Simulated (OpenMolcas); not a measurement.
## Al²⁺: input and output

Input:

```
&GATEWAY
Coord
1

Al 0.0 0.0 0.0
Basis=ANO-RCC-VTZP
Group=XYZ
NoMove
AngMom=0.0 0.0 0.0
AMFI
&SEWARD
&RASSCF
FileOrb=start.orb
Symmetry=1
Spin=2
nActEl=1 0 0
Inactive=2 3
Ras2=1 3
CIRoot=1 1 1
SDav=1
CIMx=300
Iter=120 100
PrWF=0.3
OrbListing=Nothing
MaxOrb=0
Atom
>>> COPY $Project.JobIph JOB001
&RASSCF
FileOrb=start.orb
Symmetry=2
Spin=2
nActEl=1 0 0
Inactive=2 3
Ras2=1 3
CIRoot=3 3 1
SDav=3
CIMx=300
Iter=120 100
PrWF=0.3
OrbListing=Nothing
MaxOrb=0
Atom
>>> COPY $Project.JobIph JOB002
&RASSI
NrOfJobIphs=2 1 3
1
1 2 3
IphNames
JOB001
JOB002
EJob
SpinOrbit
DIPRint=1.0
SOCoupling=1000.0
Subsets=2
MEES
Property=10
'ANGMOM' 1 'ANGMOM' 2 'ANGMOM' 3 'MLTPL  1' 1 'MLTPL  1' 2 'MLTPL  1' 3
'AMFI' 1 'AMFI' 2 'AMFI' 3 'MLTPL  2' 6
SOProperty=3
'ANGMOM' 1 'ANGMOM' 2 'ANGMOM' 3
```

A driver script runs the steps one by one and writes start.orb anew before each from the orbitals found so far.

Output, cut to the results:

```
--- SEWARD ---
Basis set label: AL.ANO-RCC...5S4P2D1F.

      Electronic valence basis set:
      ------------------
      Associated Effective Charge  13.000000 au
      Associated Actual Charge     13.000000 au
      Nuclear Model: Point charge

      Shell  nPrim  nBasis  Cartesian Spherical Contaminant
         s      17       5        X
         p      12       4        X
         d       5       2                 X
         f       3       1                 X
                  Relativistic Douglas-Kroll-Hess integrals:
                    - DKH order of Hamiltonian: 2
                    - DKH order of Properties : 0
                  Atomic mean-field integrals
--- RASSCF ---
Wave function specifications:
      -----------------------------

      Number of closed shell electrons          10
      Number of electrons in active shells       1
      Max number of holes in RAS1 space          0
      Max nr of electrons in RAS3 space          0
      Number of inactive orbitals                5
      Number of active orbitals                  4
      Number of secondary orbitals              25
      Spin quantum number                      0.5
      State symmetry                             1
Orbital specifications:
      -----------------------

      Symmetry species                           1   2
                                                ag  au
      Frozen orbitals                            0   0
      Inactive orbitals                          2   3
      Active orbitals                            1   3
      RAS1 orbitals                              0   0
      RAS2 orbitals                              1   3
      RAS3 orbitals                              0   0
      Secondary orbitals                        12  13
      Deleted orbitals                           0   0
      Number of basis functions                 15  19
      Number of CSFs                             1
      Number of root(s) required                 1
      Iter CI   SX   CI       RASSCF       Energy    max ROT     max BLB   max BLB  Level Ln srch  Step   QN
          iter iter root      energy       change     param      element    value   shift minimum  type update
 Nr of preliminary CI iterations:   1
 ###############################################################################
 ###############################################################################
 ###                                                                         ###
 ###                                                                         ###
 ###    WARNING: Problems in orbital optimization.                           ###
 ###                                                                         ###
 ###                                                                         ###
 ###############################################################################
 ###############################################################################
  Warning: In symmetry  2, orbital p=   4 has diagonal density matrix element D(p,p) close to zero. D(p,p)=  0.000000E+00
  Warning: In symmetry  2, orbital p=   5 has diagonal density matrix element D(p,p) close to zero. D(p,p)=  0.000000E+00
        ...
  Warning: In symmetry  2, orbital p=   4 has diagonal density matrix element D(p,p) close to zero. D(p,p)=  0.000000E+00
  Warning: In symmetry  2, orbital p=   5 has diagonal density matrix element D(p,p) close to zero. D(p,p)=  0.000000E+00
  Warning: In symmetry  2, orbital p=   6 has diagonal density matrix element D(p,p) close to zero. D(p,p)=  0.000000E+00
        4   1    1    1  -241.46507915   -1.71E-13   0.00E+00    1   7 2  3.94E-08   0.50   0.00    SX    NO
      Convergence after  4 iterations
        5   1    1    1  -241.46507915    1.14E-13   0.00E+00    1   7 2  3.94E-08   0.50   0.00    SX    NO
      Natural orbitals and occupation numbers for root  1
      sym 1:   1.000000
      sym 2:   0.000000   0.000000   0.000000
::    RASSCF root number  1 Total energy:   -241.46507915
--- RASSCF ---
Wave function specifications:
      -----------------------------

      Number of closed shell electrons          10
      Number of electrons in active shells       1
      Max number of holes in RAS1 space          0
      Max nr of electrons in RAS3 space          0
      Number of inactive orbitals                5
      Number of active orbitals                  4
      Number of secondary orbitals              25
...
--- RASSI ---
SPIN-FREE ENERGIES:
  (Shifted by EMIN (a.u.) =       -241.4650791503)

 SF State       Relative EMIN(au)   Rel lowest level(eV)    D:o, cm**(-1)      L_eff

     1             0.0000000000        0.0000000000              0.0000         0.0
     2             0.2412810048        6.5655906145          52955.0596         1.0
     3             0.2412810048        6.5655906145          52955.0596         1.0
     4             0.2412810048        6.5655906145          52955.0596         1.0
     Dipole printing threshold changed to   1.00000000E+00

++ Dipole transition strengths (spin-free states):
   -----------------------------------------------
     for osc. strength at least  1.00000000E+00

  ( Max oscillator strength is only   0.29363227349259763      )
--
Eigenvalues of complex Hamiltonian:
   -----------------------------------
  (Shifted by EMIN (a.u.) =       -241.4650791503)

 SO State       Relative EMIN(au)   Rel lowest level(eV)    D:o, cm**(-1)     J-value

     1             0.0000000000        0.0000000000              0.0000         0.4
     2             0.0000000000        0.0000000000              0.0000         0.4
     3             0.2407008633        6.5498041619          52827.7332         0.4
     4             0.2407008633        6.5498041619          52827.7332         0.4
     5             0.2415710755        6.5734838408          53018.7227         1.0
     6             0.2415710755        6.5734838408          53018.7227         1.3
     7             0.2415710755        6.5734838408          53018.7227         1.0
     8             0.2415710755        6.5734838408          53018.7227         1.3
Weights of the five most important spin-orbit-free states for each spin-orbit state.

 SO State  Total energy (au)           Spin-free states, spin, and weights
 -------------------------------------------------------------------------------------------------------
...
```

The J values that RASSI prints are effective ones from its own formula and need not be integers or half-integers; the table below assigns J from the states.

Levels above the lowest, from the spin-orbit matrix, grouped by J:

| Configuration | Term | J | E (cm-1) | Measured (cm-1) | Term weight % |
| --- | --- | --- | --- | --- | --- |
| 3s | 2S | 1/2 | 0.0 | 0.0 | 100 |
| 3p | 2P* | 1/2 | 52828 | 53683 | 100 |
| 3p | 2P* | 3/2 | 53019 | 53917 | 100 |

Against the 2 measured excited levels shown (NIST levels in Kelleher and Podobedova, J. Phys. Chem. Ref. Data 37, 709 (2008)) the mean absolute deviation is 880 cm-1; the largest miss in energy is 3p 2P* 3/2: computed 53019, measured 53917 cm-1 (-1.7 %).

With one active electron the reference holds no correlation, so core polarisation is missing. Computed and measured levels are paired by configuration, term and J; levels that our copy of the source lacks, or whose pairing is in doubt (as where it misses far off the trend of its configuration), stay unpaired and out of the deviations. Levels of configurations outside the active space are missing.

The term weight is that of the spin-free term in the level, not the purity of its configuration. * marks odd parity.
